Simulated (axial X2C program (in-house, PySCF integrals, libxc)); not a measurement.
Which molecule has these constants?

Computed with an in-house all-electron X2C program for linear molecules (integrals from PySCF), spin-free (one-electron X2C) or two-component (2c: spin–orbit coupling with atomic mean-field Coulomb and Gaunt terms, which also bring small scalar terms), in Dyall basis sets with cores contracted in-house; open shells are unrestricted.

A two-component CCSD(T) calculation in a Dyall 3-zeta basis gave Re = 1.628 Å, ωe = 1743.1 cm⁻¹, De = 1.59 eV, Ω = 1/2.

Question: Which molecule is it?
A. CuH⁻
B. AuH⁻
C. AgH⁻

Answer: B. The others have AgH⁻ 1.713 Å and 1388.0 cm⁻¹ (Ω = 1/2); CuH⁻ 1.530 Å and 1606.3 cm⁻¹ (Ω = 1/2).

Frozen shells (counts by l): AuH⁻ Au 5s4p2d1f, H none, 13 electrons correlated; AgH⁻ Ag 4s3p1d, H none, 13 electrons correlated; CuH⁻ Cu 3s2p, H none, 13 electrons correlated. Coupled cluster in natural virtuals with an MP2 remainder. Where the outer core of a metal is frozen, bonds come out longer and ionisation energies lower.

Each entry is the lowest single determinant of a limited PBE0 search at one distance. De goes to single-determinant-based atoms at the same level (for ions the charge split of lowest energy) and is withheld (n/a) where an atom does not fit its ground term or J level. Main or longest-lived isotopes. One determinant is a doubtful description, or other states lie close, for CuH⁻; these need not be ground states, and all values refer to the states named.
